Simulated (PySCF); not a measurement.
A series of substituents X on one scaffold: SiH2(OH)-X. Gas-phase values, no solvent. One relaxed conformer stands for each flexible species; it need not be the lowest. Strings in code marks are SMILES.

Calculation: B3LYP-D3(BJ)/def2-TZVP // PBE0-D4/def2-TZVP (PySCF). All candidates: neutral, multiplicity 1. B3LYP has the VWN-RPA correlation part, as in Gaussian. Delta-SCF ions had no search for a lower state. Excitations are Tamm–Dancoff values on a coarser integration grid. The basis has no diffuse functions, so Rydberg states are missing or too high.

```yaml
LUMO: -1.61 eV
vertical ionisation energy (Delta-SCF): 9.39 eV
T1 excitation (TDA): 2.99 eV
```

Q: Identify which member has these values.
A. `C=C[SiH2]O` (C–C–Si–O torsion -6°, C–Si–O–H torsion -73°)
B. `O=C[SiH2]O` (O–C–Si–O torsion 0°, C–Si–O–H torsion 0°)
C. `CC(=O)[SiH2]O` (O–C–Si–O torsion 0°, C–Si–O–H torsion 0°)
D. `O[SiH2][GeH3]` (H–O–Si–Ge torsion 60°)

A: C, `CC(=O)[SiH2]O` (O–C–Si–O torsion 0°, C–Si–O–H torsion 0°). The others give `C=C[SiH2]O` (C–C–Si–O torsion -6°, C–Si–O–H torsion -73°): -0.69 eV, 10.09 eV, 4.33 eV; `O=C[SiH2]O` (O–C–Si–O torsion 0°, C–Si–O–H torsion 0°): -2.08 eV, 9.83 eV, 2.64 eV; `O[SiH2][GeH3]` (H–O–Si–Ge torsion 60°): -0.58 eV, 9.86 eV, 5.45 eV
